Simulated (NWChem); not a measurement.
SiH$_{3}$Cl; SMILES [SiH3]Cl

```xyz
5

Si     0.0000     0.0000    -0.9913
Cl     0.0000     0.0000     1.0764
H      0.9963     0.9963    -1.4734
H     -1.3610     0.3647    -1.4734
H      0.3647    -1.3610    -1.4734
```
Atoms are numbered in this order, from 1.

Computed with NWChem. Medium grid unless said otherwise, to which SCAN and Minnesota functionals are sensitive. The geometry was optimised at PBE0/def2-SVP.

For level LC-wPBE (HJS exchange hole, range parameter 0.4 per bohr)/def2-SVP:

```
Quantity                      Value
---------------------------  ------
highest occupied level (eV)  -11.71
orbital gap (eV)              14.27
dipole (D)                     1.51
```

Q: Estimate the same quantities for level r2SCAN/def2-SVP.

A: The highest occupied level (eV) comes out as -7.87, the orbital gap (eV) is 7.53 and the dipole (D) is 1.37.
